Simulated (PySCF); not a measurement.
A structure optimised at PBE-D3(BJ)/def2-SVP, used in a PySCF frequency run:

```xyz
12

Be    -0.2799    -0.0056     0.0000
N     -1.7899    -0.0004     0.0000
C     -2.5902    -0.0006    -1.2120
C     -2.5902    -0.0006     1.2120
H     -3.2546     0.8950    -1.2702
H     -3.2508    -0.8990    -1.2732
H     -1.9448     0.0024    -2.1142
H     -3.2508    -0.8990     1.2732
H     -3.2546     0.8950     1.2702
H     -1.9448     0.0024     2.1142
Se     1.7588     0.0435     0.0000
H      1.8314    -1.4419     0.0000
```
Charge 0, spin multiplicity 1.

Task: Write its SMILES, formula and point group.

Result: C[N](C)[Be][SeH], C2H7BeNSe, Cs

Task: What are its rotational constants (standard atomic weights)?

Result: 8.9828, 1.0076, 0.92405 GHz
